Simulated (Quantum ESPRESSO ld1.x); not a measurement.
Question: The mean radii <r> (bohr) of the occupied orbitals of an atom or ion are listed with their occupations. Calculated with ld1.x of Quantum ESPRESSO 7.5: scalar-relativistic Kohn-Sham, LDA (Slater exchange, Perdew-Zunger correlation), spin-polarised, spherical densities, point nucleus.

orbital  occ.      <r>
1s up       1  0.01864
1s down     1  0.01862
2s up       1  0.07660
2s down     1  0.07676
2p up       3  0.06784

Name the element and its charge. Open shells, if any, are filled with parallel spins first.

Answer: Z = 73, tantalum, charge +66: Ta66+ in [He] 2s2 2p3. The 1s radius gives Z: for a bare nucleus <r> = (2 gamma + 1)/(2Z) with gamma = sqrt(1 - (Z/c)^2), 0.01844 bohr for Z = 73, and screening makes it slightly larger (0.01864 here). The occupations add up to 7, and the charge is Z minus that.
